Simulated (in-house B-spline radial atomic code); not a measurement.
The numbers below are computed, except where a source is named.
Two electrons in InAs: a spherical dot of radius 64.5 nm with hard walls with an ionised donor at its centre

For InAs the NSM archive of the Ioffe Institute lists m* = 0.023 m0 and ε = 15.15. Real donors also feel a central-cell potential, which shifts the ground state. In so narrow a gap the band flattens within tens of meV, so real spacings are smaller, by up to some tenths.

Effective-mass model with parabolic bands, a uniform dielectric constant, no image charges, no central-cell or spin-orbit terms. Two-electron levels come from full CI in B-splines with partial waves to l = 5 (up to 0.001 effective hartree above the limit).

Task: What are the effective units, and what is the potential in them?

Result: Ha* = 27211.386 meV × 0.023/15.15² = 2.727 meV and a* = 0.0529177 nm × 15.15/0.023 = 34.86 nm. The radius is R = 1.85 a*, with −1/r added.

In these units the lowest s and p orbitals lie at -0.0129 and 1.9270, and their Coulomb and exchange integrals are J_ss = 1.1135, J_sp = 0.9313 and K_sp = 0.1847. Full CI gives 1.0167 for the ground singlet, 2.6448 for the sp triplet, 2.9676 for the sp singlet and 4.8488 for the lowest triplet of two s orbitals.

Task: What does it cost to add the second electron, to first order and exactly?

Result: To first order E = 2ε_s + J_ss = 1.0876, so the charging energy E(2) − 2E(1) is J_ss = 3.036 meV. CI gives 1.0167 − 2 × (-0.0129) = 1.0426, or 2.843 meV: relaxation and correlation lower it by 0.1934 meV, 6.4 % of J_ss. The s² configuration of one-electron orbitals holds 98.6 % of the state, and the mean radius is 29.5 nm.

Task: How far above the singlet do the triplets lie?

Result: To first order the sp triplet lies at ε_s + ε_p + J_sp − K_sp = 2.6607, which is 4.289 meV above 2ε_s + J_ss. CI gives 2.6448 − (1.0167) = 1.6281, or 4.439 meV, 84 % of the orbital spacing of 5.29 meV. The ss triplet lies 10.45 meV up, so the lower of the two is the sp one, and its gap equals k_BT at 51.5 K. The sp singlet-triplet splitting is 0.8803 meV, against 2K_sp = 1.007 meV.
